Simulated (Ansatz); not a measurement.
`C[CH2][Sn][NH2]` → `N/C=[CH]/[SnH3]`  (isomerisation)

Program: Ansatz. Geometries: PBE0-D4/def2-TZVP. ΔE: electronic, gas phase. CBS: MP2 limit from def2 TZ/QZ plus the TZ coupled-cluster correction, frozen cores. def2 core potentials past Kr. For Sn outer-core shells are correlated without core-valence functions, which leaves a few kJ/mol of doubt a bond. Each species was taken in one conformer, which may not be the lowest.

```csv
species,CCSD(T)/CBS(def2) energy (Eh)
`C[CH2][Sn][NH2]`,-349.05917
`N/C=[CH]/[SnH3]`,-348.99626
```

Q: Work out ΔE.

A: ΔE = (-348.99626) − (-349.05917) = 0.06291 Eh = +165.2 kJ/mol.

Largest T1 diagnostic among the species: 0.015.

In def2-TZVPP, CCSD(T) changes the Hartree–Fock value by +18.5 kJ/mol (the triples alone add −1.2 kJ/mol) and MP2 by +34.9 kJ/mol. From PBE to PBE0 (25 % exact exchange), in def2-TZVPP and without D4, ΔE moves by −5.9 kJ/mol.
